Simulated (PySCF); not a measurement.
C4H3N2, SMILES [c]1cnccn1, multiplicity 2.

Geometry optimised at r2SCAN-D4/def2-SVP. The isomer is the one that the SMILES or the coordinates give; other isomers of the formula were not compared.

Calculation: r2SCAN-D4/def2-SVP in PySCF.

Frequencies are harmonic and unscaled.

Q: Give all harmonic wavenumbers and intensities. (Estimate from the structure and the level; the computed values follow.)

A: 
```tsv
mode	ν (cm⁻¹)	IR (km/mol)	moving atoms (share of kinetic energy)
1	345	7.0	C 62 %, H 33 %
2	428	8.4	N 58 %, C 38 %
3	563	10.8	N 69 %, C 29 %
4	709	3.0	C 87 %, N 9 %
5	747	5.3	C 47 %, N 33 %, H 21 %
6	828	15.6	H 74 %, C 24 %
7	940	0.0	H 75 %, C 25 %
8	958	54.7	N 50 %, C 44 %
9	974	0.0	H 66 %, C 34 %
10	1060	1.9	C 63 %, N 22 %, H 15 %
11	1095	19.0	C 51 %, H 45 %
12	1180	7.6	H 52 %, C 40 %
13	1277	0.8	H 53 %, C 24 %, N 23 %
14	1312	5.0	C 50 %, N 25 %, H 25 %
15	1393	17.8	H 54 %, C 32 %, N 14 %
16	1484	0.2	C 50 %, H 36 %, N 14 %
17	1537	13.4	C 70 %, N 18 %, H 12 %
18	1666	6.2	C 59 %, N 40 %
19	3161	2.7	H 92 %, C 8 %
20	3181	27.7	H 91 %, C 9 %
21	3190	3.4	H 91 %, C 9 %
```
